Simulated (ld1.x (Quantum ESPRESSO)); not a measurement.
## Which change was made? (Pb, RRKJ)

Pb, norm-conserving RRKJ (Kleinman–Bylander form), made with ld1.x (Quantum ESPRESSO) 7.5 (PBE, scalar-relativistic). Core [Xe] 4f14, reference 5d10 6s2 6p2. Waves: 6p (bound): rc 2.95 bohr; 5d (bound): rc 1.20 bohr; 5f channel at 0.45 Ry: rc 2.75 bohr; 6s (bound): rc 1.45 bohr. Local part: the s channel. Core correction: Bessel-smoothed model core inside 0.75 bohr. rho0 = 0.001.

Cutoffs, loose and tight: the cutoffs (Ry, on a coarse ladder) from which the occupation-weighted sum of valence levels, in a spherical-Bessel basis at the reference potential, stays within 10 and 1 mRy of its value at 400 Ry. They do not see the model core or the augmentation charge, which bear on the density cutoff. Test errors are all-electron minus pseudo excitation energies from the reference, over the configurations 5d10 6s2 6p1; 5d10 6s2 6p0; 5d10 6s1 6p0; 5d10 6s0 6p0; 5d10 6s2 6p2.3; 5d9 6s2 6p2; 5d10 6s0 6p4; variants that change the core or the reference have their own tests.

The base gives: outcome: generated; cutoff, loose: 120 Ry; cutoff, tight: 200 Ry; bound ghosts: none; largest test error (meV): -89.

Question: After one change the result is: outcome: generated; cutoff, loose: 90 Ry; cutoff, tight: 160 Ry; bound ghosts: none; largest test error (meV): -106. Which change was it?
A. all radii but the core radius scaled by about 1.12 (s 1.62, p 3.30, d 1.34, f 3.08 bohr)
B. core [Xe] 4f14 5d10, valence charge 4; reference 6s2 6p2; waves now 6p (bound): rc 2.85 bohr; 6d channel at 0.5 Ry: rc 2.75 bohr; 6s (bound): rc 2.10 bohr; core correction none
C. wave 6p (bound): rc 2.95 bohr becomes 6p (bound): rc 3.40 bohr

Answer: A. The others give: core [Xe] 4f14 5d10, valence charge 4; reference 6s2 6p2; waves now 6p (bound): rc 2.85 bohr; 6d channel at 0.5 Ry: rc 2.75 bohr; 6s (bound): rc 2.10 bohr; core correction none → outcome: generated; cutoff, loose: 21 Ry; cutoff, tight: 35 Ry; bound ghosts: none; largest test error (meV): +197 | wave 6p (bound): rc 2.95 bohr becomes 6p (bound): rc 3.40 bohr → outcome: generated; cutoff, loose: 120 Ry; cutoff, tight: 200 Ry; bound ghosts: none; largest test error (meV): -134.
